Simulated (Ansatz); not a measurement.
Stepwise reaction of `O[Si](O)(O)F` with ammonia, as a gas-phase model of exchange steps in deposition or etching. ΔE in kJ/mol; ΔG adds harmonic PBE0-D4 terms to CCSD(T)/CBS, at 1 bar.

Program: Ansatz. Geometries: PBE0-D4/def2-TZVP. ΔE: electronic, gas phase. CCSD(T)/CBS is the MP2 limit (def2-TZVPP, def2-QZVPP) plus CCSD(T) − MP2 in def2-TZVPP, frozen cores. This one scheme is used for every species. DFT in def2-TZVPP. B3LYP here is the variant with VWN-RPA as its local correlation; programs differ in this. One conformer a species, not always the lowest.

```
step                                     reaction  PBE-D4  B3LYP-D4  ωB97M-V  CCSD(T)/CBS  ΔG(400 K)
   2  `N[Si](O)(O)F` + NH₃ → `N[Si](N)(O)F` + H₂O    40.8      43.7     43.7         42.3       39.1
   3  `N[Si](N)(O)F` + NH₃ → `N[Si](N)(N)F` + H₂O    49.9      53.1     53.1         51.8       38.9
```

(1) Give the row of step 1, `O[Si](O)(O)F` + NH₃ → `N[Si](O)(O)F` + H₂O. (Estimate.)

(2) By hand: ΔE of the 3 steps together at CCSD(T)/CBS.

Answers

(1) The calculation gave: 
| step | reaction | PBE-D4 | B3LYP-D4 | ωB97M-V | CCSD(T)/CBS | ΔG(400 K) |
| --- | --- | --- | --- | --- | --- | --- |
| 1 | `O[Si](O)(O)F` + NH₃ → `N[Si](O)(O)F` + H₂O | 39.5 | 43.2 | 42.8 | 41.0 | 39.3 |

(2) (41.0) + (42.3) + (51.8) = 135.1 kJ/mol, or 45.0 kJ/mol a step.

In ΔE step 1 is the lowest and step 3 the highest. All are uphill at CCSD(T)/CBS. ΔG lies between 38.9 and 39.3 kJ/mol a step. PBE-D4 differs from CCSD(T)/CBS by -1.9 to -1.5 kJ/mol a step. Isolated molecules leave out the surface, adducts and barriers. Largest T1 diagnostic: 0.011.
